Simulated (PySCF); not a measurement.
**Ge (germanium, neutral) across methods**

[Ar] 3d10 4s1 4p2 5s1, high-spin 5P determinant (an excited configuration). Calculation: PySCF 2.14, in aug-cc-pwCVTZ-PP with ECP10MDF (8s7p6d4f1g, 96 functions); scalar relativity through the core potential.

```json
{"method": "PBEsol", "E (hartree)": "-293.8177", "mean ε 4s α (eV)": "-16.992", "mean ε 4p α (eV)": "-8.183", "mean ε 5s α (eV)": "-1.977", "Σ⟨r²⟩ (bohr²)": "69.69", "⟨S²⟩": "6.001"}
{"method": "PW91", "E (hartree)": "-294.2426", "mean ε 4s α (eV)": "-17.015", "mean ε 4p α (eV)": "-8.224", "mean ε 5s α (eV)": "-1.988", "Σ⟨r²⟩ (bohr²)": "69.48", "⟨S²⟩": "6.001"}
{"method": "wB97M-V", "E (hartree)": "-293.9446", "mean ε 4s α (eV)": "-21.239", "mean ε 4p α (eV)": "-11.446", "mean ε 5s α (eV)": "-3.273", "Σ⟨r²⟩ (bohr²)": "69.54", "⟨S²⟩": "6.001"}
{"method": "PBE", "E (hartree)": "-294.1311", "mean ε 4s α (eV)": "-16.932", "mean ε 4p α (eV)": "-8.179", "mean ε 5s α (eV)": "-1.964", "Σ⟨r²⟩ (bohr²)": "69.75", "⟨S²⟩": "6.001"}
{"method": "PBE0", "E (hartree)": "-294.0977", "mean ε 4s α (eV)": "-18.670", "mean ε 4p α (eV)": "-9.373", "mean ε 5s α (eV)": "-2.323", "Σ⟨r²⟩ (bohr²)": "70.30", "⟨S²⟩": "6.001"}
{"method": "r2SCAN", "E (hartree)": "-294.0162", "mean ε 4s α (eV)": "-17.709", "mean ε 4p α (eV)": "-8.668", "mean ε 5s α (eV)": "-1.965", "Σ⟨r²⟩ (bohr²)": "70.18", "⟨S²⟩": "6.002"}
{"method": "UHF", "E (hartree)": "-293.01558", "mean ε 4s α (eV)": "-23.255", "mean ε 4p α (eV)": "-12.490", "mean ε 5s α (eV)": "-3.102", "Σ⟨r²⟩ (bohr²)": "71.99", "⟨S²⟩": "6.002"}
{"method": "LDA", "E (hartree)": "-293.6509", "mean ε 4s α (eV)": "-17.144", "mean ε 4p α (eV)": "-8.217", "mean ε 5s α (eV)": "-2.057", "Σ⟨r²⟩ (bohr²)": "68.85", "⟨S²⟩": "6.001"}
```

Task: Estimate the same row for TPSSh.

Result: E (hartree) = -294.0543; mean ε 4s α (eV) = -17.744; mean ε 4p α (eV) = -8.745; mean ε 5s α (eV) = -2.052; Σ⟨r²⟩ (bohr²) = 70.55; ⟨S²⟩ = 6.001.

Energies and moments cover only the electrons outside the core potential. The outer electron is Rydberg-like, and this basis confines it to a smaller radius and binds it less than a complete one would.
